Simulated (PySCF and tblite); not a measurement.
Computed ¹H and ¹³C shifts (ppm) of 4 molecules with 8 carbons each, averaged over conformers at 298.15 K: GIAO PBE0/pcSseg-1 on GFN2-xTB geometries, unscaled, against TMS (¹H), TMS (¹³C) at the same level; H on other atoms than carbon is left out (PySCF, tblite).

P. ¹H: 6.81 (2H), 6.58 (2H), 5.83 (2H), 1.98 (6H) ¹³C: 136.1 (2C), 130.3 (2C), 129.5 (2C), 16.6 (2C)
Q. ¹H: 4.23 (1H), 2.41 (1H), 2.09 (1H), 1.73 (1H), 1.55 (1H), 1.28 (1H), 1.07 (3H), 0.89 (1H), 0.81 (1H), 0.67 (1H), -0.05 (1H) ¹³C: 97.6 (1C), 35.1 (1C), 34.5 (1C), 34.4 (1C), 19.3 (1C), 13.8 (1C), 13.1 (1C), 11.3 (1C)
R. ¹H: 6.15 (1H), 5.95 (1H), 3.85 (1H), 3.71 (1H), 3.55 (3H), 2.38 (1H), 2.16 (1H), 1.65 (1H), 1.25 (3H) ¹³C: 144.4 (1C), 133.5 (1C), 78.0 (1C), 64.6 (1C), 58.5 (1C), 45.6 (1C), 41.2 (1C), 20.7 (1C)
S. ¹H: 5.90 (1H), 5.88 (1H), 2.48 (2H), 2.44 (2H), 2.10 (3H), 1.77 (3H) ¹³C: 145.4 (1C), 144.3 (1C), 133.0 (1C), 131.8 (1C), 37.1 (1C), 30.9 (1C), 29.2 (1C), 18.2 (1C)

The molecules:
1. C8H12, SMILES C\C=C/C=C\C=C/C
2. C8H12Cl2, SMILES C/C=C(/Cl)CC/C=C(/C)Cl
3. C8H13ClO, SMILES CO[C@H]1C=C[C@@H](C)[C@H](Cl)C1
4. C₈H₁₃F, SMILES C[C@H]1C[C@@H]2C[C@@H]2C[C@@H]1F

Which spectrum belongs to which molecule?

P is 1; Q is 4; R is 3; S is 2.

Assigned:
1. [CH3:1]\[CH:2]=[CH:3]/[CH:4]=[CH:5]\[CH:6]=[CH:7]/[CH3:8]: ¹³C: 136.1 (C2/C7), 130.3 (C3/C6), 129.5 (C4/C5), 16.6 (C1/C8) ppm.
2. [CH3:1]/[CH:2]=[C:3](/[Cl:4])[CH2:5][CH2:6]/[CH:7]=[C:8](/[CH3:9])[Cl:10]: ¹³C: 145.4 (C8), 144.3 (C3), 133.0 (C7), 131.8 (C2), 37.1 (C5), 30.9 (C6), 29.2 (C9), 18.2 (C1) ppm.
3. [CH3:1][O:2][C@H:3]1[CH:4]=[CH:5][C@@H:6]([CH3:7])[C@H:8]([Cl:9])[CH2:10]1: ¹³C: 144.4 (C5), 133.5 (C4), 78.0 (C3), 64.6 (C8), 58.5 (C1), 45.6 (C6), 41.2 (C10), 20.7 (C7) ppm.
4. [CH3:1][C@H:2]1[CH2:3][C@@H:4]2[CH2:5][C@@H:6]2[CH2:7][C@@H:8]1[F:9]: ¹³C: 97.6 (C8), 35.1 (C2), 34.5 (C3), 34.4 (C7), 19.3 (C1), 13.8 (C5), 13.1 (C4), 11.3 (C6) ppm.

Unscaled shifts at such levels can be off by 15 ppm or more for ¹³C and 0.8 ppm for ¹H.

For scale, the study of C\C=C/C=C\C=C/C took 55 s on 1 thread of Arm Neoverse V1, shared host (rough), launched as `OMP_NUM_THREADS=1 python ens_run.py task.json out`.
